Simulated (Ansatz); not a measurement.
Basis sets compared for BH2(iPr) (C3H9B). Total charge 0; singlet. Geometry r2SCAN-D4/def2-SVP. Ansatz on 4 threads of Arm Neoverse V1 on a shared host; times are rough, and most runs start from earlier orbitals.

```xyz
13

B     1.066    0.009    1.249
H     1.972    0.812    1.280
H     0.994   -0.824    2.126
C    -0.072    0.148    0.204
C    -0.959   -1.074   -0.046
C     0.235    0.925   -1.079
H    -0.646    0.844    0.886
H    -1.227   -1.584    0.892
H    -0.433   -1.807   -0.680
H    -1.892   -0.805   -0.569
H    -0.684    1.216   -1.614
H     0.818    1.836   -0.877
H     0.828    0.303   -1.771
```

Binding counts from free atoms (B doublet, H doublet, C triplet) in the same basis, without a counterpoise term.

```
           level  functions  energy (Eh)  HOMO (eV)  LUMO (eV)  binding per atom (eV)  wall time
       HF/STO-3G         29    -141.8133     -10.38       7.33                   3.91      0.1 s
        HF/6-31G         54    -143.4433     -11.47       3.09                   2.94      0.2 s
 PBE-D4/def2-SVP        101    -144.2318      -6.92      -2.05                   4.00     0.75 s
PBE0-D4/def2-SVP        101    -144.2716      -8.29      -1.02                   3.97     0.85 s
```

Task: Estimate the rows for PBE-D4/def2-TZVP, PBE0-D4/def2-TZVP.

Result: 
| level | functions | energy (Eh) | HOMO (eV) | LUMO (eV) | binding per atom (eV) | wall time |
| --- | --- | --- | --- | --- | --- | --- |
| PBE-D4/def2-TZVP | 178 | -144.3896 | -7.00 | -2.17 | 3.97 | 1.2 s |
| PBE0-D4/def2-TZVP | 178 | -144.4240 | -8.31 | -1.15 | 3.94 | 1.5 s |
